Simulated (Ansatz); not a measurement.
Two isomers of CH6BrNOSi: A = `C[Si](N)(O)Br`, B = `CN[SiH](O)Br`.

Program: Ansatz. Geometries: PBE0-D4/def2-TZVP. ΔE: electronic, gas phase. CBS: MP2 limit from def2 TZ/QZ plus the TZ coupled-cluster correction, frozen cores. DFT in def2-TZVPP. B3LYP here is the variant with VWN-RPA as its local correlation; programs differ in this. For Br outer-core shells are correlated without core-valence functions, which leaves a few kJ/mol of doubt a bond. Scalar relativity is left out up to krypton. Each species was taken in one conformer, which may not be the lowest.

A:

```xyz
11

C    -1.185   -0.581   -0.717
Si    0.184    0.340    0.114
N     1.382   -0.739    0.635
O    -0.266    1.200    1.432
Br    0.915    1.882   -1.373
H    -0.810   -1.156   -1.567
H    -1.943    0.110   -1.090
H    -1.654   -1.269   -0.009
H     2.127   -0.418    1.232
H     1.677   -1.502    0.048
H    -0.428    2.134    1.294
```

B:

```xyz
11

C     0.842    1.115    0.639
N     0.639   -0.297    0.375
Si   -0.544   -0.913   -0.674
O    -2.045   -0.456   -0.209
Br   -0.418   -0.129   -2.753
H     1.551    1.580   -0.055
H    -0.108    1.644    0.541
H     1.201    1.272    1.659
H     1.472   -0.855    0.488
H    -0.346   -2.377   -0.733
H    -2.245   -0.583    0.721
```

Task: Which is lower in electronic energy at CCSD(T)/CBS, and by how much? (Best estimate.)

Result: The calculation gave: A, by 96.3 kJ/mol.

Task: Give E(B) − E(A) in kJ/mol with B3LYP, ωB97M-V, B3LYP-D4, r2SCAN-D4, PBE-D4, CCSD(T)/def2-TZVPP, B2PLYP. (An estimate is asked.)

Result: Computed: B3LYP 91.7, ωB97M-V 98.2, B3LYP-D4 93.2, r2SCAN-D4 100.6, PBE-D4 94.9, CCSD(T)/def2-TZVPP 93.7, B2PLYP 93.9. None reverses the order clearly.

Largest T1 diagnostic: 0.009.

In def2-TZVPP, CCSD(T) changes the Hartree–Fock value by +6.0 kJ/mol (the triples alone add +0.6 kJ/mol) and MP2 by +10.2 kJ/mol.
